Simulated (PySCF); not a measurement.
C4H3FO2, SMILES FC1=CC(=O)CO1. Atoms are numbered in the order given.

```xyz
10

O     -0.5492     2.3835     0.0000
C     -0.2457     1.2157     0.0000
C     -1.0648     0.0134     0.0000
C     -0.1898    -1.0175     0.0000
F     -0.4369    -2.2897     0.0000
O      1.0985    -0.7334     0.0000
C      1.1988     0.6931     0.0000
H     -2.1487    -0.0484     0.0000
H      1.7477     1.0138     0.8974
H      1.7477     1.0138    -0.8974
```
Charge 0, spin multiplicity 1.

Geometry: PBE0-D3(BJ)/def2-SVP. The values are those of a single conformer.

Level of theory: TDA-PBE0/def2-SVPD in PySCF 2.14.0.

Vertical excitations. Gas-phase values at a fixed geometry. State labels are in the subgroup Cs.

```tsv
state	symmetry	energy (eV)	λ (nm)	f	main pairs
S1	A"	4.39	282	0.000	HOMO→LUMO 97 %
S2	A'	6.04	205	0.296	HOMO−1→LUMO 89 %
S3	A"	6.89	180	0.018	HOMO−1→LUMO+1 98 %
S4	A'	7.00	177	0.021	HOMO→LUMO+1 96 %
S5	A"	7.17	173	0.000	HOMO→LUMO+2 93 %
S6	A'	7.66	162	0.018	HOMO→LUMO+3 80 %
S7	A"	7.73	160	0.000	HOMO−1→LUMO+3 96 %
S8	A'	8.04	154	0.098	HOMO−1→LUMO+2 82 %
S9	A"	8.18	151	0.005	HOMO−1→LUMO+4 80 %, HOMO−1→LUMO+5 17 %
S10	A'	8.19	151	0.002	HOMO→LUMO+4 80 %, HOMO→LUMO+3 13 %
T1	A'	3.89	318	0	HOMO−1→LUMO 96 %
T2	A"	3.92	316	0	HOMO→LUMO 95 %
T3	A'	6.06	204	0	HOMO−1→LUMO+2 66 %, HOMO−2→LUMO 14 %, HOMO−3→LUMO 11 %
T4	A"	6.73	184	0	HOMO−1→LUMO+1 95 %
```
Triplets are in the Tamm–Dancoff approximation.
